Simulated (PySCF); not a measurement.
HS, charge -1, singlet, at a GFN2-xTB geometry (in this run its highest filled SCF level lies above zero, so its values depend strongly on the basis, on diffuse functions most of all), atoms displaced at random by about 0.03 Å a coordinate; R2SCAN/cc-pVDZ, gradient by finite differences run with PySCF.

PySCF was given this input:
```python
from pyscf import gto, scf, dft

mol = gto.Mole()
mol.atom = '''
    S    -0.003673    0.050857   -0.095143
    H     0.014232   -0.019371    1.208528
'''
mol.basis = 'cc-pvdz'
mol.charge = -1
mol.spin = 0
mol.verbose = 4
mol.build()

mf = dft.RKS(mol)
mf.xc = 'r2scan'
mf.conv_tol = 1e-11
mf.kernel()
scan, done = mf.as_scanner(), []
scan.scf_summary = {}
def energy(d):
    c = mol.atom_coords()
    c[0, 0] += d
    e = scan(mol.set_geom_(c, unit='Bohr', inplace=False))
    done.append(scan.converged)
    return e
h = 0.01
fd = (energy(h) - energy(-h)) / (2 * h)
print('dE/dx =', fd)
```

The log (banner, timings and long lists left out):

```
PySCF version 2.14.0

[INPUT] verbose = 4
[INPUT] num. atoms = 2
[INPUT] num. electrons = 18
[INPUT] charge = -1
[INPUT] spin (= nelec alpha-beta = 2S) = 0
[INPUT] symmetry False subgroup None
[INPUT] Mole.unit = angstrom
[INPUT] Symbol           X                Y                Z      unit          X                Y                Z       unit  Magmom
[...]
nuclear repulsion = 6.48459776641985
number of shells = 8
number of NR pGTOs = 48
number of NR cGTOs = 23
basis = cc-pvdz
ecp = {}

******** <class 'pyscf.dft.rks.RKS'> ********
method = RKS
initial guess = minao
damping factor = 0
level_shift factor = 0
DIIS = <class 'pyscf.scf.diis.CDIIS'>
diis_start_cycle = 1
diis_space = 8
diis_damp = 0
SCF conv_tol = 1e-11
SCF conv_tol_grad = None
SCF max_cycles = 50
direct_scf = True
direct_scf_tol = 1e-13
XC library pyscf.dft.libxc version 7.1.2
    S. Lehtola, C. Steigemann, M. J. T. Oliveira, and M. A. L. Marques,  SoftwareX 7, 1–5 (2018)
XC functionals = r2scan
    J. W. Furness, A. D. Kaplan, J. Ning, J. P. Perdew, and J. Sun,  J. Phys. Chem. Lett. 11, 8208–8215 (2020)
    J. W. Furness, A. D. Kaplan, J. Ning, J. P. Perdew, and J. Sun,  J. Phys. Chem. Lett. 11, 9248–9248 (2020)
    J. W. Furness, A. D. Kaplan, J. Ning, J. P. Perdew, and J. Sun,  J. Phys. Chem. Lett. 11, 8208–8215 (2020)
    J. W. Furness, A. D. Kaplan, J. Ning, J. P. Perdew, and J. Sun,  J. Phys. Chem. Lett. 11, 9248–9248 (2020)
radial grids:
    Treutler-Ahlrichs [JCP 102, 346 (1995); DOI:10.1063/1.469408] (M4) radial grids

becke partition: Becke, JCP 88, 2547 (1988); DOI:10.1063/1.454033
pruning grids: <function nwchem_prune>
grids dens level: 3
symmetrized grids: False
atomic radii adjust function: <function treutler_atomic_radii_adjust>
small_rho_cutoff = 0
Set gradient conv threshold to 3.16228e-06
Initial guess from minao.
tot grids = 28688
init E= -398.665855380125
[...]
cycle= 1 E= -398.709343841328  delta_E= -0.0435  |g|= 0.416  |ddm|= 1.06
[...]
cycle= 2 E= -398.716698612671  delta_E= -0.00735  |g|= 0.418  |ddm|=  1.2
[...]
cycle= 3 E= -398.770567718868  delta_E= -0.0539  |g|= 0.0211  |ddm|= 0.613
[...]
cycle= 4 E= -398.770676008644  delta_E= -0.000108  |g|= 0.0138  |ddm|= 0.0467
[...]
cycle= 5 E= -398.770743979805  delta_E= -6.8e-05  |g|= 0.000597  |ddm|= 0.0151
[...]
cycle= 6 E= -398.770744108296  delta_E= -1.28e-07  |g|= 6.19e-05  |ddm|= 0.000655
[...]
cycle= 7 E= -398.770744109866  delta_E= -1.57e-09  |g|= 5.43e-06  |ddm|= 0.000173
[...]
cycle= 8 E= -398.770744109878  delta_E= -1.18e-11  |g|= 5.42e-07  |ddm|= 1.22e-05
[...]
cycle= 9 E= -398.770744109879  delta_E= -7.96e-13  |g|= 2.29e-08  |ddm|= 6.03e-07
[...]
Extra cycle  E= -398.770744109879  delta_E= -1.14e-13  |g|= 2.54e-08  |ddm|= 7.03e-08
converged SCF energy = -398.770744109879
Create scanner for <class 'pyscf.dft.rks.RKS'>

WARN: Mole.unit (angstrom) is changed to Bohr

New geometry
   1 S      0.001618772109   0.050857000000  -0.095143000000 AA    0.003059035944   0.096105801517  -0.179794212669 Bohr
   2 H      0.014232000000  -0.019371000000   1.208528000000 AA    0.026894582205  -0.036605884759   2.283786933868 Bohr

******** <class 'pyscf.scf.hf.RKS_Scanner'> ********
method = RKS_Scanner
initial guess = minao
damping factor = 0
level_shift factor = 0
DIIS = <class 'pyscf.scf.diis.CDIIS'>
diis_start_cycle = 1
diis_space = 8
diis_damp = 0
SCF conv_tol = 1e-11
SCF conv_tol_grad = None
SCF max_cycles = 50
direct_scf = True
direct_scf_tol = 1e-13
XC library pyscf.dft.libxc version 7.1.2
    S. Lehtola, C. Steigemann, M. J. T. Oliveira, and M. A. L. Marques,  SoftwareX 7, 1–5 (2018)
XC functionals = r2scan
    J. W. Furness, A. D. Kaplan, J. Ning, J. P. Perdew, and J. Sun,  J. Phys. Chem. Lett. 11, 8208–8215 (2020)
    J. W. Furness, A. D. Kaplan, J. Ning, J. P. Perdew, and J. Sun,  J. Phys. Chem. Lett. 11, 9248–9248 (2020)
    J. W. Furness, A. D. Kaplan, J. Ning, J. P. Perdew, and J. Sun,  J. Phys. Chem. Lett. 11, 8208–8215 (2020)
    J. W. Furness, A. D. Kaplan, J. Ning, J. P. Perdew, and J. Sun,  J. Phys. Chem. Lett. 11, 9248–9248 (2020)
radial grids:
    Treutler-Ahlrichs [JCP 102, 346 (1995); DOI:10.1063/1.469408] (M4) radial grids

becke partition: Becke, JCP 88, 2547 (1988); DOI:10.1063/1.454033
pruning grids: <function nwchem_prune>
grids dens level: 3
symmetrized grids: False
atomic radii adjust function: <function treutler_atomic_radii_adjust>
small_rho_cutoff = 0
Set gradient conv threshold to 3.16228e-06
tot grids = 28688
init E= -398.770749130656
[...]
cycle= 1 E= -398.770740023505  delta_E= 9.11e-06  |g|= 0.000795  |ddm|= 0.00702
[...]
cycle= 2 E= -398.770740156998  delta_E= -1.33e-07  |g|= 0.000561  |ddm|= 0.00218
[...]
cycle= 3 E= -398.770740266336  delta_E= -1.09e-07  |g|= 3.44e-05  |ddm|= 0.000731
[...]
cycle= 4 E= -398.770740266724  delta_E= -3.89e-10  |g|= 3.29e-06  |ddm|= 3.08e-05
[...]
cycle= 5 E= -398.770740266729  delta_E= -4.55e-12  |g|= 1.4e-06  |ddm|= 6.49e-06
[...]
Extra cycle  E= -398.770740266729  delta_E= 1.71e-13  |g|= 1.55e-06  |ddm|= 4.07e-06
converged SCF energy = -398.770740266729

WARN: Mole.unit (angstrom) is changed to Bohr

New geometry
   1 S     -0.008964772109   0.050857000000  -0.095143000000 AA   -0.016940964056   0.096105801517  -0.179794212669 Bohr
   2 H      0.014232000000  -0.019371000000   1.208528000000 AA    0.026894582205  -0.036605884759   2.283786933868 Bohr

******** <class 'pyscf.scf.hf.RKS_Scanner'> ********
method = RKS_Scanner
initial guess = minao
damping factor = 0
level_shift factor = 0
DIIS = <class 'pyscf.scf.diis.CDIIS'>
diis_start_cycle = 1
diis_space = 8
diis_damp = 0
SCF conv_tol = 1e-11
SCF conv_tol_grad = None
SCF max_cycles = 50
direct_scf = True
direct_scf_tol = 1e-13
XC library pyscf.dft.libxc version 7.1.2
    S. Lehtola, C. Steigemann, M. J. T. Oliveira, and M. A. L. Marques,  SoftwareX 7, 1–5 (2018)
XC functionals = r2scan
    J. W. Furness, A. D. Kaplan, J. Ning, J. P. Perdew, and J. Sun,  J. Phys. Chem. Lett. 11, 8208–8215 (2020)
    J. W. Furness, A. D. Kaplan, J. Ning, J. P. Perdew, and J. Sun,  J. Phys. Chem. Lett. 11, 9248–9248 (2020)
    J. W. Furness, A. D. Kaplan, J. Ning, J. P. Perdew, and J. Sun,  J. Phys. Chem. Lett. 11, 8208–8215 (2020)
    J. W. Furness, A. D. Kaplan, J. Ning, J. P. Perdew, and J. Sun,  J. Phys. Chem. Lett. 11, 9248–9248 (2020)
radial grids:
    Treutler-Ahlrichs [JCP 102, 346 (1995); DOI:10.1063/1.469408] (M4) radial grids

becke partition: Becke, JCP 88, 2547 (1988); DOI:10.1063/1.454033
pruning grids: <function nwchem_prune>
grids dens level: 3
symmetrized grids: False
atomic radii adjust function: <function treutler_atomic_radii_adjust>
small_rho_cutoff = 0
Set gradient conv threshold to 3.16228e-06
tot grids = 28688
init E= -398.770727564184
[...]
cycle= 1 E= -398.770748302885  delta_E= -2.07e-05  |g|= 0.00159  |ddm|= 0.014
[...]
cycle= 2 E= -398.770748837302  delta_E= -5.34e-07  |g|= 0.00112  |ddm|= 0.00437
[...]
cycle= 3 E= -398.770749275763  delta_E= -4.38e-07  |g|= 6.89e-05  |ddm|= 0.00146
[...]
cycle= 4 E= -398.770749277324  delta_E= -1.56e-09  |g|= 6.9e-06  |ddm|= 6.16e-05
[...]
cycle= 5 E= -398.770749277338  delta_E= -1.39e-11  |g|= 2.74e-06  |ddm|= 1.3e-05
[...]
cycle= 6 E= -398.770749277341  delta_E= -3.41e-12  |g|= 1.93e-07  |ddm|= 3.82e-06
[...]
Extra cycle  E= -398.770749277341  delta_E= 4.55e-13  |g|= 1.7e-07  |ddm|= 4.36e-07
converged SCF energy = -398.770749277341
dE/dx = 0.0004505305895463607
```
